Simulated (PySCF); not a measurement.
## Polarisability and C₆ of Ni⁺ (nickel, charge +1)

[Ar] 3d8 4s1, high-spin 4F determinant (an excited configuration). All numbers are calculated (PySCF 2.14, no relativity, point nucleus, in def2-QZVPPD). Coupled (time-dependent) response in atomic units; α is the mean over directions.

```
method  mean α (bohr³)  C₆ (like pair)  S(−4)
  PBE0           22.90           105.1  449.4
  BLYP           20.17           91.38  325.0
```

S(−4) is the Cauchy moment in α(ω) = α(0) + S(−4) ω² + …

α(iu) at BLYP:

| u (hartree) | α(iu) (bohr³) |
| --- | --- |
| 0 | 20.17 |
| 0.0500 | 19.39 |
| 0.100 | 17.45 |
| 0.200 | 12.82 |
| 0.300 | 9.346 |
| 0.500 | 5.657 |
| 0.750 | 3.677 |
| 1.00 | 2.695 |
| 1.50 | 1.725 |
| 2.00 | 1.242 |
| 3.00 | 0.7574 |
| 5.00 | 0.3767 |

A single London oscillator, α(iu) = α/(1 + u²/ω²), gives C₆ = (3/4) ω α². Matching the computed C₆ needs ω = 4 × 91.38 / (3 × 20.17²) = 0.299 hartree.

For an ion, C₆ is the dispersion term alone; charge-induced terms of lower order in 1/R come first.
